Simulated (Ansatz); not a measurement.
C$_{3}$H$_{11}$NOSi (SMILES CCN(C)[SiH2]O), singlet, geometry from GFN2-xTB, with bond 13-5 at 2.4 times its length; CASSCF(2,4)/STO-3G run with Ansatz (a first-principles code).

Input for Ansatz:
Ansatz 0.2 input:
```yaml
crystal:
  periodic: [false, false, false]
  atoms:
    - {symbol: Si, position_ang: [-0.91691644, 0.25504453, -1.02956106]}
    - {symbol: O, position_ang: [-2.40484658, 0.08619986, -0.39804997]}
    - {symbol: N, position_ang: [0.25640994, 0.14518790, 0.22344263]}
    - {symbol: C, position_ang: [-0.00071396, 0.64524768, 1.55259667]}
    - {symbol: C, position_ang: [1.65915725, -0.02035169, -0.07540745]}
    - {symbol: C, position_ang: [2.26568996, -1.25002149, 0.60127350]}
    - {symbol: H, position_ang: [-1.07029342, 1.55610126, -1.67959496]}
    - {symbol: H, position_ang: [-0.58535546, -0.82433244, -1.96107084]}
    - {symbol: H, position_ang: [-2.62367631, -0.68443224, 0.11918112]}
    - {symbol: H, position_ang: [0.54290258, 1.57969895, 1.73796618]}
    - {symbol: H, position_ang: [0.30460025, -0.08220065, 2.31027595]}
    - {symbol: H, position_ang: [-1.06362433, 0.83928983, 1.66910071]}
    - {symbol: H, position_ang: [2.99613048, 2.13234537, 0.66186170]}
    - {symbol: H, position_ang: [1.76564292, -0.12337294, -1.15619521]}
    - {symbol: H, position_ang: [1.69668657, -2.13624049, 0.33164851]}
    - {symbol: H, position_ang: [2.25772423, -1.14633592, 1.68310214]}
    - {symbol: H, position_ang: [3.29509738, -1.38056539, 0.27717828]}
basis:
  gaussian:
    orbitals: STO-3G
hamiltonian:
  xc: hf
magnetization: {spin_polarized: false}
correlation: {active_space: {window: {electrons: 2, orbitals: 4}}}
```

Task: What does Ansatz print? Leave out banner, timings and long lists.

Result: 
```
Functional definition: HF
605 factors; integrals over basis functions are off by at most 3.7e-5 eV
mean field evaluation 1: about -14456.6980 eV, gradient 2.9e1 eV
mean field evaluation 2: about -14456.9810 eV, gradient 2.9e1 eV
mean field evaluation 4: about -14462.8174 eV, gradient 5.2e0 eV
mean field evaluation 8: about -14462.9877 eV, gradient 6.7e-2 eV
mean field evaluation 16: about -14459.2470 eV, gradient 2.0e-4 eV
mean field -14462.98152739 eV, -531.5047677707 hartree, gradient 1.8e-6 eV, S^2 0.000000; 1 other end points of the search recorded, 0 dependent functions left out
reference -14462.98152739 eV, -531.5047677707 hartree; 29, 29 occupied and 16, 16 virtual orbitals, 605 factors
state -14467.56615693 eV, -531.6732497987 hartree
Total energy: -14467.56615693 eV, -531.6732497987 hartree
```
